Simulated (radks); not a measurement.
Q: All-electron atom: V4+ in [Ar] 3d1. Calculated with a radial shooting solver on a logarithmic mesh with Libxc functionals: Dirac Kohn-Sham, BLYP, spin-unpolarised, spherical densities, finite nucleus; open shells fill j = l - 1/2 first; Fermi nuclear charge, rms radius 3.6002 fm. Some entries of the table are withheld. Estimate them.

| orbital | occ. | eigenvalue (eV) | <r> (bohr) | <1/r> (bohr^-1) |
|---|---|---|---|---|
| 1s1/2 | 2 | (1) | 0.06644 | 22.84 |
| 2s1/2 | 2 | -659.5789 | 0.3081 | 4.811 |
| 2p1/2 | 2 | -564.9483 | 0.2722 | (2) |
| 2p3/2 | 4 | -557.8460 | 0.2750 | (3) |
| 3s1/2 | 2 | -122.9937 | (4) | 1.532 |
| 3p1/2 | 2 | (5) | 0.9643 | 1.423 |
| 3p3/2 | 4 | (6) | 0.9714 | 1.410 |
| 3d3/2 | 1 | -55.2032 | 1.083 | (7) |
| 3d5/2 | 0 | -55.1045 | 1.086 | (8) |

A: 
(1) 1s1/2 eigenvalue (eV): -5421.470
(2) 2p1/2 <1/r> (bohr^-1): 4.749
(3) 2p3/2 <1/r> (bohr^-1): 4.683
(4) 3s1/2 <r> (bohr): 0.9223
(5) 3p1/2 eigenvalue (eV): -96.8289
(6) 3p3/2 eigenvalue (eV): -95.9107
(7) 3d3/2 <1/r> (bohr^-1): 1.164
(8) 3d5/2 <1/r> (bohr^-1): 1.161
